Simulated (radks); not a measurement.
Charge is removed step by step from the 5s1/2 level of Tm9+, starting from [Kr] 4d10 4f11 5s2 5p1. Method: Dirac Kohn-Sham, PBE, spin-unpolarised, spherical densities, finite nucleus; open shells are shared between the two j in proportion to 2j + 1; Fermi nuclear charge, rms radius 5.2256 fm; computed with a radial shooting solver on a logarithmic mesh with Libxc functionals.

\begin{tabular}{lrrr}
removed (e) & E - E(0) (eV) & eigenvalue (eV) & E minus straight line (eV) \\ \hline
0 & 0.000 & -188.53 & 0.000 \\
0.125 & 23.718 & -190.97 & -1.072 \\
0.25 & 47.741 & -193.41 & -1.839 \\
0.375 & 72.070 & -195.85 & -2.300 \\
0.5 & 96.705 & -198.31 & -2.455 \\
0.625 & 121.65 & -200.76 & -2.304 \\
0.75 & 146.90 & -203.23 & -1.844 \\
0.875 & 172.45 & -205.70 & -1.077 \\
1 & 198.32 & -208.17 & 0.000 \\
\end{tabular}

Removing the whole electron costs 198.32 eV by Delta-SCF, against 188.53 eV from minus the eigenvalue at the starting occupation. Slater's transition state (half an electron removed) gives 198.31 eV. Integrating minus the eigenvalue over the occupation (Janak's theorem) gives 198.32 eV. The mean slope of the eigenvalue, de/dn, is 19.6 eV per electron.
